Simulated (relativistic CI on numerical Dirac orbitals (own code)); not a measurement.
A reference radial Dirac CI calculation of Kr20+ gave the lowest total energy -2552.77493 Ha in 10 SCF steps, from this input:

```
atom Kr  Z=36  charge=20  electrons=16
nucleus A=84  rms_radius_fm=4.1884
hamiltonian dirac-coulomb  breit=on  qed=on  c_scale=1
orbitals kli  potential=per-configuration
slater_scale 1
correlation none
mixing on
grid step=0.0125 r_max=5.3
scf mixing=0.4 start=green max_iterations=150 tolerance=2e-08 node_fill=0.05
configurations
  [Ne] 3s2 3p4
end
```

One setting was then changed, and the output read:

```
SCF 1: [Ne] 3s2 3p4
 iter      energy (Ha)   residual   last orbital (Ha)
    1     -2531.173562   3.54e+00    -45.85091
    2     -2547.286980   2.00e+00    -39.49006
    3     -2554.757183   5.74e-02    -32.49963
    4     -2554.758788   3.42e-02    -32.58938
    5     -2554.761871   4.35e-04    -32.45130
    6     -2554.761866   2.33e-05    -32.45338
    7     -2554.761865   9.37e-06    -32.45338
    8     -2554.761865   6.52e-08    -32.45335
    9     -2554.761865   2.58e-08    -32.45335
   10     -2554.761865   6.89e-11    -32.45335
orbital energies (Ha): 1s -551.2732  2s -99.3543  2p1/2 -92.9983  2p3/2 -90.9869  3s -35.0850  3p1/2 -32.8809  3p3/2 -32.4534
configuration averages (Ha): Dirac-Coulomb, Breit, QED
  3p4                          -2554.761865    1.365603    0.961879
levels: no., configuration, term, J, E (cm-1), weight
   1 3p4                    3P   2                0.0  0.78
   2 3p4                    3P   0            30995.3  0.52
   3 3p4                    3P   1            83657.8  1.00
   4 3p4                    1D   2           102461.0  0.78
   5 3p4                    1S   0           202388.8  0.52
lowest total energy -2552.737127 Ha
end: converged
```

Question: Which setting was changed?
A. SCF mixing
B. Slater scale
C. start potential
D. Breit term

Answer: B. The Slater scale 0.5.
